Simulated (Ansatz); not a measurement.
Isomers of Ag$_{4}$H$_{4}$⁺ (doublet), relaxed with r2SCAN-D4/def2-SVP; total energies from Ansatz at B2PLYP/def2-TZVP.

```json
{"isomer": "A", "description": "point group C2v; 8 × Ag–H 1.75 to 1.79 Å", "energy (Eh)": "-589.51895"}
{"isomer": "B", "description": "point group D2h; 1 × Ag–Ag 3.35 Å; 8 × Ag–H 1.74 to 1.77 Å", "energy (Eh)": "-589.52534"}
{"isomer": "C", "description": "point group not assigned; 8 × Ag–H 1.70 to 1.91 Å", "energy (Eh)": "-589.52017"}
{"isomer": "D", "description": "point group Cs; 9 × Ag–H 1.72 to 2.06 Å", "energy (Eh)": "-589.51734"}
```

In the def2 sets Ag takes a core potential; there is no spin–orbit coupling. Correlated methods freeze no core orbitals; core or outer-core shells of Ag are correlated, in sets that lack core-valence functions.

The isomers come from a short search, and lower ones may exist.

**Question.** Work out the relative energies (1 Eh = 2625.5 kJ/mol) and the Boltzmann populations at 500 K from electronic energies alone (R = 8.314 J/mol/K).

**Answer.** ΔE: A 16.8, B 0.0, C 13.6, D 21.0 kJ/mol. RT = 4.16 kJ/mol. Factors exp(−ΔE/RT): A 0.0176, B 1, C 0.038, D 0.00642; sum 1.062. Populations: A 1.7 %, B 94.2 %, C 3.6 %, D 0.6 %. Zero-point energy, vibrational entropy and symmetry numbers are left out and can shift these; an error of 4 kJ/mol changes a ratio by a factor of 2.6. Over the other density-functional and correlated levels in def2 sets, the gap between B and C ranges from -3 to 53 kJ/mol.
